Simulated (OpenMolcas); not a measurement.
Mn3+ in Cs2NaYF6

Mn3+ with its 6 nearest fluoride ions at 2.033 Å, on the Y site of Cs2NaYF6 (a = 9.075 Å, distance in the model lattice 2.178 Å). The rest of the host is ab initio model potentials to 7.6 Å, with orthogonalisation functions on the cations behind the ligands, and point charges beyond; the distance is set by hand and nothing relaxes. Ligand basis ANO-RCC-VDZP.
```
Mn    0.0000    0.0000    0.0000
F     2.0330    0.0000    0.0000
F     0.0000    2.0330    0.0000
F    -2.0330    0.0000    0.0000
F     0.0000   -2.0330    0.0000
F     0.0000    0.0000    2.0330
F     0.0000    0.0000   -2.0330
```

- Program: OpenMolcas 26.06
- Method: SS-CASPT2, IPEA 0.25 Eh, imaginary shift 0.1 Eh (closed shells correlated: 3s 3p and the ligand valence shells)
- Basis: ANO-RCC-VTZP [6s5p3d2f1g]
- Scalar Hamiltonian: DKH2, point nucleus
- Active space: 4 electrons in 5 orbitals (3d)
- State averaging: 2S+1 = 5 even, 5 roots; 2S+1 = 3 even, 45 roots; 2S+1 = 1 even, 50 roots
- Spin-orbit coupling: state interaction with AMFI integrals over the reference wave functions

The lowest spin-free states (labels of O, the rotations of Oh), above the lowest:

```
State  Degeneracy  E (cm-1)  Free-ion L (%)
   5E           2         0         D (100)
  3T1           3      9770          H (49)
  5T2           3     12310         D (100)
   3E           2     17710          H (85)
  1T2           3     17830          G (51)
  3T1           3     18100          H (45)
  3T2           3     19050          F (51)
   1E           2     19110          I (79)
  3A2           1     20480         F (100)
  3A1           1     20830         G (100)
  1A1           1     22300          G (40)
   3E           2     24150          G (64)
  1T2           3     26110          I (60)
  1A2           1     26370          I (96)
  1T1           3     27510          I (51)
  3T1           3     29540          H (77)
   1E           2     30390          D (54)
  3T2           3     30470          H (47)
  3T1           3     30810          G (56)
  3T2           3     33870          D (84)
```

The lowest levels with spin-orbit coupling:

```tsv
E (cm-1)	Degeneracy	Label	2S+1
0	1	A1	5
12	3	T1	5
23	2	E	5
33	3	T2	5
43	1	A2	5
9560	1	A1	3
9700	3	T1	3
9900	3	T2	3
9920	2	E	3
12150	1	A1	5
12160	3	T1	5
12160	3	T2	5
12420	2	E	5
12430	3	T1	5
12590	3	T2	5
17480	3	T2	3 (51 %)
17710	1	A1	3
17740	3	T1	3
17930	3	T2	3 (69 %)
17940	3	T1	3
```

Powder χT (cm3 K/mol): 0.677 at 2 K, 2.31 at 10 K, 2.88 at 50 K, 2.92 at 100 K, 2.93 at 200 K, 2.94 at 300 K. The effective moment at 300 K is 2.828 √(χT) = 4.85 μB.

The lowest level has 2S+1 = 5, for which the spin-only value is χT = S(S+1) / 2 = 3.000 cm3 K/mol (g = 2). The computed 2.943 at 300 K differs by -0.057, through orbital momentum, spin-orbit coupling and any other state in reach.

Roots that are degenerate in the reference are averaged as groups; the widest CASPT2 spread within a group is 350 cm-1 (the 3-fold group of multiplicity 1 near 58100 cm-1 above the lowest state of its run). Shifts and gaps below about the spread of the groups concerned are not significant. Over all roots computed the reference weight is 0.70 to 0.73; a low but even weight reflects the number of correlated electrons. An orbital doublet at a regular site is open to a Jahn-Teller distortion, which this geometry leaves out. This shell can be high or low spin here, a state of another spin lies low, and with metal d orbitals alone active their balance is uncertain, so the ground spin may be wrong. Ligand-to-metal charge-transfer states are missing. These CASPT2 states fit no ligand-field parameters well, so their order and spin gaps are uncertain. With no ligand orbital active B as a rule stays too high, so bands that hang on it stand too high and its fall with covalency is understated. With one d shell and no ligand orbital active, 10Dq can be off by a tenth or more. Free-ion shares, where given, are those of the reference states; single-state CASPT2 does not remix them. No measured value stands beside these numbers; the geometry was set by hand and not optimised.

The CASPT2 steps took 9.3 min on 1 thread of Arm Neoverse V1, with other jobs on the host; the integral step is not counted.
